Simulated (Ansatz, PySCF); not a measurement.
Ways to break one bond of [CH3][GeH3]:

A. [CH3][GeH3] → [GeH3] (GeH3) + [CH3] (CH3)
B. [CH3][GeH3] [methylgermane] -> [CH2][GeH3] + H atom

Quantity: bond dissociation energy (enthalpy at 298 K, with B3LYP-D3(BJ) rigid-rotor harmonic-oscillator terms), kcal/mol. Each molecule is optimised on its own at B3LYP-D3(BJ)/def2-TZVP (Ansatz, an electronic-structure program). Frequencies are from Ansatz or PySCF. Valence correlation only, unless marked. Open shells are spin-unrestricted. Spin-orbit coupling is left out. The frozen core is the preceding noble-gas configuration, with the filled d and f shells of earlier blocks. No relativistic terms. CBS marks a two-point X^-3 extrapolation of the correlation energy; Hartree-Fock from the larger set. [CCSD(T)-MP2]/basis is that difference in the basis named.

**Question.** Rank them by bond dissociation energy at RI-MP2/CBS(aug-cc-pVTZ,aug-cc-pVQZ)+[CCSD(T)-MP2]/aug-cc-pVTZ (Ansatz), lowest first.

**Answer.** A (78.8 kcal/mol), B (102.9 kcal/mol)
